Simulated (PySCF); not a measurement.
PySCF job for ReF4, SMILES [F][Re]([F])([F])[F] (connectivity only; charge and spin as stated), neutral, multiplicity 4, TDA-LC-ωPBE/def2-SVPD. Geometry optimised at r2SCAN-D4/def2-SVP. The multiplicity is an assumed one; other spin states were not compared. The def2 effective core potentials stand for the cores of Re; spin–orbit coupling is left out.

```python
import numpy as np
from pyscf import gto, scf, dft, tdscf

mol = gto.M(
    atom='''
    Re    0.00000000    0.00000000    0.00000000
    F     1.86564287    0.00000000    0.00000000
    F    -1.86564287    0.00000000    0.00000000
    F     0.00000000    1.86564287    0.00000000
    F     0.00000000   -1.86564287    0.00000000
    ''',
    basis='def2-SVPD',
    ecp={'Re': 'def2-svp'},
    charge=0,
    spin=3,
    max_memory=1600,
    verbose=4,
)
mf = dft.UKS(mol, xc='lc_wpbe').density_fit(auxbasis='def2-universal-jkfit')
mf.grids.level = 3
mf.conv_tol = 1e-9
mf.max_cycle = 100
mf.kernel()
fine, coarse = mf.grids, dft.Grids(mol).set(level=1).build(with_non0tab=True)
for _ in range(3):  # follow internal instabilities
    mf.grids = coarse
    mo, _, stable, _ = mf.stability(return_status=True, nroots=4)
    mf.grids = fine
    if stable:
        break
    mf.kernel(mf.make_rdm1(mo, mf.mo_occ))
mf.grids = dft.Grids(mol).set(level=1).build(with_non0tab=True)  # coarser grid for the response kernel
td = tdscf.TDA(mf)
td.nstates = 10
td.conv_tol = 1e-4
td.positive_eig_threshold = 1e-6
td.kernel(x0=td.get_init_guess(mf, 15))
td.analyze(verbose=3)
```

It prints:

```
PySCF version 2.14.0

[INPUT] verbose = 4
[INPUT] num. atoms = 5
[INPUT] num. electrons = 51
[INPUT] charge = 0
[INPUT] spin (= nelec alpha-beta = 2S) = 3
[INPUT] symmetry False subgroup None
[INPUT] Mole.unit = angstrom
[INPUT] Symbol           X                Y                Z      unit          X                Y                Z       unit  Magmom
[INPUT]  1 Re     0.000000000000   0.000000000000   0.000000000000 AA    0.000000000000   0.000000000000   0.000000000000 Bohr   0.0
[INPUT]  2 F      1.865642870000   0.000000000000   0.000000000000 AA    3.525554070548   0.000000000000   0.000000000000 Bohr   0.0
[INPUT]  3 F     -1.865642870000   0.000000000000   0.000000000000 AA   -3.525554070548   0.000000000000   0.000000000000 Bohr   0.0
[INPUT]  4 F      0.000000000000   1.865642870000   0.000000000000 AA    0.000000000000   3.525554070548   0.000000000000 Bohr   0.0
[INPUT]  5 F      0.000000000000  -1.865642870000   0.000000000000 AA    0.000000000000  -3.525554070548   0.000000000000 Bohr   0.0

nuclear repulsion = 241.125956401065
number of shells = 49
number of NR pGTOs = 192
number of NR cGTOs = 127
basis = def2-SVPD
ecp = {'Re': 'def2-svp'}


[settings echo left out]
init E= -464.421020546847
  alpha nocc = 27  HOMO = -0.448873898912275  LUMO = -0.416685140351937
  beta  nocc = 24  HOMO = -0.791734311782006  LUMO = -0.451519699847793

WARN: HOMO -0.448873898912275 >= LUMO -0.451519699847793

cycle= 1 E= -477.050941974384  delta_E= -12.6  |g|= 0.832  |ddm|= 5.67
  alpha nocc = 27  HOMO = -0.401371460980752  LUMO = -0.119431943395968
  beta  nocc = 24  HOMO = -0.414414369597043  LUMO = -0.185341545500357
  HOMO = -0.401371460981  LUMO = -0.1853415455  gap/eV = 5.87847
cycle= 2 E= -476.768131644694  delta_E= 0.283  |g|= 1.26  |ddm|= 1.27
  alpha nocc = 27  HOMO = -0.408547321679263  LUMO = -0.0343435733813689
  beta  nocc = 24  HOMO = -0.535057495384286  LUMO = -0.0691923962704948
  HOMO = -0.408547321679  LUMO = -0.0691923962705  gap/eV = 9.23432
cycle= 3 E= -477.282652574473  delta_E= -0.515  |g|= 0.0596  |ddm|= 0.768
  alpha nocc = 27  HOMO = -0.438733375340446  LUMO = -0.0553662595287885
  beta  nocc = 24  HOMO = -0.546047245763919  LUMO = -0.0899661021487882
  HOMO = -0.43873337534  LUMO = -0.0899661021488  gap/eV = 9.49044
cycle= 4 E= -477.284835617119  delta_E= -0.00218  |g|= 0.0176  |ddm|= 0.125
  alpha nocc = 27  HOMO = -0.432302905142545  LUMO = -0.0450028935061745
  beta  nocc = 24  HOMO = -0.542115518851059  LUMO = -0.0827673935365851
  HOMO = -0.432302905143  LUMO = -0.0827673935366  gap/eV = 9.51135
cycle= 5 E= -477.285166855031  delta_E= -0.000331  |g|= 0.00612  |ddm|= 0.0523
  alpha nocc = 27  HOMO = -0.434337156937458  LUMO = -0.0461770673881509
  beta  nocc = 24  HOMO = -0.542900596676502  LUMO = -0.0841792524533211
  HOMO = -0.434337156937  LUMO = -0.0841792524533  gap/eV = 9.52828
cycle= 6 E= -477.285228796276  delta_E= -6.19e-05  |g|= 0.00166  |ddm|= 0.0241
  alpha nocc = 27  HOMO = -0.434498294815479  LUMO = -0.0461624591446854
  beta  nocc = 24  HOMO = -0.542933663193845  LUMO = -0.0843682132890358
  HOMO = -0.434498294815  LUMO = -0.084368213289  gap/eV = 9.52752
cycle= 7 E= -477.285235230224  delta_E= -6.43e-06  |g|= 0.000561  |ddm|= 0.00498
  alpha nocc = 27  HOMO = -0.434457822520727  LUMO = -0.0460480158939203
  beta  nocc = 24  HOMO = -0.542992709324972  LUMO = -0.084345288986956
  HOMO = -0.434457822521  LUMO = -0.084345288987  gap/eV = 9.52705
cycle= 8 E= -477.285238261487  delta_E= -3.03e-06  |g|= 0.000127  |ddm|= 0.00171
  alpha nocc = 27  HOMO = -0.434453051574083  LUMO = -0.0460288634292762
  beta  nocc = 24  HOMO = -0.543013760871169  LUMO = -0.0843363149692422
  HOMO = -0.434453051574  LUMO = -0.0843363149692  gap/eV = 9.52716
cycle= 9 E= -477.285238188975  delta_E= 7.25e-08  |g|= 2.37e-05  |ddm|= 0.000487
  alpha nocc = 27  HOMO = -0.434455423539834  LUMO = -0.0460314360602762
  beta  nocc = 24  HOMO = -0.543018556119477  LUMO = -0.084340123027232
  HOMO = -0.43445542354  LUMO = -0.0843401230272  gap/eV = 9.52712
cycle= 10 E= -477.285238190403  delta_E= -1.43e-09  |g|= 5.82e-06  |ddm|= 7.54e-05
  alpha nocc = 27  HOMO = -0.434454325854921  LUMO = -0.0460296330074292
  beta  nocc = 24  HOMO = -0.543019214279752  LUMO = -0.0843385313854661
  HOMO = -0.434454325855  LUMO = -0.0843385313855  gap/eV = 9.52714
cycle= 11 E= -477.285238190469  delta_E= -6.63e-11  |g|= 1.74e-06  |ddm|= 1.4e-05
  alpha nocc = 27  HOMO = -0.43445419656432  LUMO = -0.0460294989149978
  beta  nocc = 24  HOMO = -0.543019169328612  LUMO = -0.0843383564508287
  HOMO = -0.434454196564  LUMO = -0.0843383564508  gap/eV = 9.52714
Extra cycle  E= -477.285238190476  delta_E= -6.82e-12  |g|= 1.06e-06  |ddm|= 3.12e-06
converged SCF energy = -477.285238190476  <S^2> = 3.7572434  2S+1 = 4.0036201
tot grids = 30136
uhf_internal: lowest eigs of H = [0.077051   0.07705161 0.17228138 0.35481421]
<class 'pyscf.df.df_jk.DFUKS'> wavefunction is stable in the internal stability analysis
tot grids = 30136
Overwritten attributes  positive_eig_threshold  of <class 'pyscf.tdscf.uks.TDA'>


******** <class 'pyscf.tdscf.uks.TDA'> for <class 'pyscf.df.df_jk.DFUKS'> ********
nstates = 10
deg_eia_thresh = 1.000e-03
wfnsym = None
conv_tol = 0.0001
eigh lindep = 1e-12
eigh level_shift = 0
eigh max_cycle = 100


Excitation energies (eV)
[1.07672119 1.07672119 2.37065641 5.36992643 5.86831027 5.86831027
 6.09426762 6.12524735 6.12524735 6.29107348]

** Excitation energies and oscillator strengths **
Excited State   1:      1.07672 eV   1151.50 nm  f=0.0000
Excited State   2:      1.07672 eV   1151.50 nm  f=0.0000
Excited State   3:      2.37066 eV    523.00 nm  f=0.0000
Excited State   4:      5.36993 eV    230.89 nm  f=0.0000
Excited State   5:      5.86831 eV    211.28 nm  f=0.0098
Excited State   6:      5.86831 eV    211.28 nm  f=0.0098
Excited State   7:      6.09427 eV    203.44 nm  f=0.0000
Excited State   8:      6.12525 eV    202.42 nm  f=0.0000
Excited State   9:      6.12525 eV    202.42 nm  f=0.0000
Excited State  10:      6.29107 eV    197.08 nm  f=0.0000
```

The run converged.

Cost: around 2.5 core-minutes (rough).
